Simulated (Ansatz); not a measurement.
Worked example: B(CH3)2Cl + GaH3(OH2) → BH(CH3)Cl + CH7GaO

Species: B(CH3)2Cl (chlorodimethylborane), singlet; GaH3(OH2), singlet; BH(CH3)Cl, singlet; CH7GaO `C[OH+][GaH3-]`, singlet. The partners trade CH3 for H: B–CH3 and O–H bonds give way to B–H and O–CH3.

Shapes, held fixed at every level: PBE0-D4/def2-TZVP. Programs: Ansatz 0.2.0. The zero-point and thermal change to 298 K, harmonic and unscaled (PBE0-D4/def2-TZVP), is +1.1 kJ/mol.

At CCSD(T)/def2-TZVPP; 1 Eh = 2625.50 kJ/mol:

```
  species   energy (Eh)
B(CH3)2Cl   -564.248246
GaH3(OH2)  -2001.589363
BH(CH3)Cl   -524.988618
   CH7GaO  -2040.812447
```

Task: Work out ΔH(298 K) of the reaction at this level.

Result: 
1. Products less reactants: (-524.988618) + (-2040.812447) − [(-564.248246) + (-2001.589363)] = 0.036544 Eh = +95.9 kJ/mol.
2. With the thermal change: +95.9 + (+1.1) = +97.0 kJ/mol.

Other levels give +84.9 (HF/def2-TZVPP) to +102.6 kJ/mol (r2SCAN-D4/def2-TZVPP). No measured value is set beside it here. Relativity is left out for Ga unless named. Correlated rows may include outer-core shells of Ga, which these sets cover unevenly.
